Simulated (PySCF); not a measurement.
# Interval between two levels of La²⁺ by level of theory

La²⁺ [Xe] 5d1 [2D5/2, M_J = 5/2] → La²⁺ [Xe] 6s1 [2S1/2, M_J = 1/2], as a difference of total energies. Calculation: PySCF 2.14, in x2c-TZVPall-2c (11s11p10d2f, 108 functions); the two-component X2C-1e Hamiltonian. Correlated levels: [Ar] 3d10 frozen; the 18 highest virtual spinors dropped. "Screened" scales the spin-orbit matrix elements by Boettger's factors to mimic the two-electron term; Breit and QED terms are absent.

| method | interval between two levels (cm⁻¹) |
| --- | --- |
| GHF (screened spin-orbit) | 11526 |
| GMP2 (screened spin-orbit) | 8237.1 |
